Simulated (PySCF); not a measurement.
**SMILES c1(C=O)nsnc1CCO, C₅H₆N₂O₂S**

Molfile (atoms numbered from 1):
```
C5H6N2O2S
     RDKit          3D

 16 16  0  0  0  0  0  0  0  0999 V2000
    0.8920    2.1041   -0.3305 O   0  0  0  0  0  0  0  0  0  0  0  0
    1.6965    1.2165   -0.4893 C   0  0  0  0  0  0  0  0  0  0  0  0
    1.4786   -0.1838   -0.1594 C   0  0  0  0  0  0  0  0  0  0  0  0
    2.4081   -1.0857   -0.4535 N   0  0  0  0  0  0  0  0  0  0  0  0
    1.9319   -2.5306    0.0507 S   0  0  0  0  0  0  0  0  0  0  0  0
    0.5150   -2.0612    0.6880 N   0  0  0  0  0  0  0  0  0  0  0  0
    0.3614   -0.7674    0.5157 C   0  0  0  0  0  0  0  0  0  0  0  0
   -0.8658   -0.0609    0.9603 C   0  0  0  0  0  0  0  0  0  0  0  0
   -1.8891    0.0083   -0.1917 C   0  0  0  0  0  0  0  0  0  0  0  0
   -1.3822    0.6134   -1.3470 O   0  0  0  0  0  0  0  0  0  0  0  0
    2.7005    1.4088   -0.9031 H   0  0  0  0  0  0  0  0  0  0  0  0
   -0.6054    0.9538    1.2688 H   0  0  0  0  0  0  0  0  0  0  0  0
   -1.3142   -0.6018    1.7936 H   0  0  0  0  0  0  0  0  0  0  0  0
   -2.1845   -1.0026   -0.4863 H   0  0  0  0  0  0  0  0  0  0  0  0
   -2.7790    0.5431    0.1726 H   0  0  0  0  0  0  0  0  0  0  0  0
   -0.9714    1.4549   -1.1006 H   0  0  0  0  0  0  0  0  0  0  0  0
  1  2  2  0
  2  3  1  0
  3  4  2  0
  4  5  1  0
  5  6  1  0
  6  7  2  0
  7  8  1  0
  8  9  1  0
  9 10  1  0
  7  3  1  0
  2 11  1  0
  8 12  1  0
  8 13  1  0
  9 14  1  0
  9 15  1  0
 10 16  1  0
M  END
```

Level of theory: PySCF, GIAO PBE/pcSseg-1 magnetisability, rotational g tensor and spin-rotation constants, non-relativistic, gas phase. Geometry: GFN2-xTB.

(1) Give the nuclear spin-rotation constants along the inertial axes (H = +C I·J) beside the isotropic shieldings.

Results:

(1) Rotational constants 1.8519, 0.9782, 0.7326 GHz. A star marks the isotopologue with that one atom substituted, in its own axes.
```tsv
atom	isotope	Caa (kHz)	Cbb (kHz)	Ccc (kHz)	mean (kHz)	σ (ppm)
N4	14N	0.587	0.220	0.058	0.288	-144.3
N6	14N	0.535	0.200	0.065	0.267	-115.0
H11	1H	-0.095	0.083	-0.050	-0.021	20.8
H12	1H	-0.102	-0.038	-0.038	-0.060	27.2
H13	1H	-0.195	-0.009	-0.038	-0.081	28.3
H14	1H	-0.113	-0.024	-0.045	-0.061	27.6
H15	1H	0.046	-0.076	-0.057	-0.029	26.8
H16	1H	-0.162	-0.030	-0.083	-0.091	30.2
O1	17O*	-1.926	-0.589	-0.039	-0.851	-295.9
C2	13C*	0.822	0.517	0.192	0.510	-10.3
C3	13C*	0.758	0.421	0.178	0.452	24.7
S5	33S*	1.016	0.466	0.337	0.606	-14.9
C7	13C*	0.819	0.445	0.173	0.479	13.6
C8	13C*	0.339	0.190	0.120	0.216	143.2
C9	13C*	0.454	0.208	0.174	0.279	108.4
O10	17O*	-0.177	-0.088	-0.081	-0.115	275.9
```
For the geometry as given, no vibrational averaging.
